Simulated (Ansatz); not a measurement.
`CB(F)O[SiH3]`, one more setting.

```yaml
crystal:
  periodic: [false, false, false]
  atoms:
    - {symbol: C, position_ang: [-1.729789, -0.386901, 1.380844]}
    - {symbol: B, position_ang: [-0.279925, 0.207777, 0.600400]}
    - {symbol: F, position_ang: [0.871910, 0.297133, 1.485350]}
    - {symbol: O, position_ang: [-0.053184, -0.154811, -0.641667]}
    - {symbol: Si, position_ang: [1.409192, 0.223802, -1.676456]}
    - {symbol: H, position_ang: [-1.981773, 0.894805, 1.961674]}
    - {symbol: H, position_ang: [-1.740943, -1.075034, 2.106180]}
    - {symbol: H, position_ang: [-2.551079, -0.718153, 0.331606]}
    - {symbol: H, position_ang: [2.083957, 1.619284, -1.460044]}
    - {symbol: H, position_ang: [1.391349, -0.030455, -2.896354]}
    - {symbol: H, position_ang: [2.373907, -0.835746, -1.008369]}
basis:
  gaussian: {orbitals: cc-pVDZ}
hamiltonian: {xc: {name: PBE}}
```

```sh
$ ansatz run in.yaml --threads 4 --pin off --events-out ev --progress --plain --max-ram 10444MiB
```

Output, abridged:

```
Functional definition: PBE
1191 factors; their error is unknown
mean field evaluation 1: about -14430.5137 eV, gradient 6.9e1 eV
mean field evaluation 2: about -14394.2208 eV, gradient 1.4e2 eV
mean field evaluation 4: about -14440.3364 eV, gradient 1.4e1 eV
mean field evaluation 8: about -14440.7884 eV, gradient 3.2e-1 eV
mean field evaluation 16: about -14440.7346 eV, gradient 2.5e-4 eV
mean field -14440.73463822 eV, -530.6872096732 hartree, gradient 5.6e-5 eV, S^2 0.000000; 0 other end points of the search recorded, 0 dependent functions left out
reference -14440.73467814 eV, -530.6872111402 hartree; 24, 24 occupied and 80, 80 virtual orbitals, 1191 factors
Total energy: -14440.73467814 eV, -530.6872111402 hartree
```

Run time 0.9 s (4 threads of an Arm Neoverse V1 on a shared host); peak host memory 0.14 GiB.
